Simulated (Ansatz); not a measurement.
Ga(I)2(OH) (GaHI2O), SMILES [OH][Ga]([I])[I].

The structure is a stationary point at r2SCAN-D4/def2-SVP. The structure was generated by enumeration; whether it is a known compound was not checked. The def2 effective core potentials stand for the cores of I; spin–orbit coupling is left out. The values are those of a single conformer.

Two levels are set side by side: PBE/def2-SVPD (Ansatz, a program for electronic structure) and PBE0/def2-SVPD (Ansatz). Energy differences of separate SCF runs at the same geometry; the states with an electron removed or added have multiplicity 2 and 2. Differences are taken from unrounded values.

```json
[
 {"quantity": "vertical ionisation energy (eV)", "PBE0": "9.76"},
 {"quantity": "vertical electron affinity (eV)", "PBE0": "0.69"},
 {"quantity": "vertical singlet–triplet gap (eV)", "PBE0": "4.27"}
]
```

What does PBE give, and how far is it from PBE0? (The exact figures need the calculation; the answer reports its results.)


| quantity | PBE | PBE minus PBE0 |
|---|---|---|
| vertical ionisation energy (eV) | 9.38 | -0.38 |
| vertical electron affinity (eV) | 0.81 | 0.12 |
| vertical singlet–triplet gap (eV) | 3.85 | -0.42 |
